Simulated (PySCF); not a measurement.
B(CCH)(F)(H) (C₂H₂BF), SMILES C(#C)BF. Geometry optimised at PBE-D3(BJ)/def2-SVP.

Task: Give the equilibrium geometry at PBE-D3(BJ)/def2-SVP (PySCF confirms it by a frequency run) as Cartesian coordinates in Å, and its point group. (An estimate is asked for; the answer gives what the named calculation found.)

Result: point group Cs.
```xyz
6

B     -0.5254    -0.7030     0.0000
C     -0.1185     0.7685     0.0000
C      0.1541     1.9677     0.0000
H      0.4017     3.0219     0.0000
F      0.4113    -1.6522     0.0000
H     -1.6904    -1.0544     0.0000
```
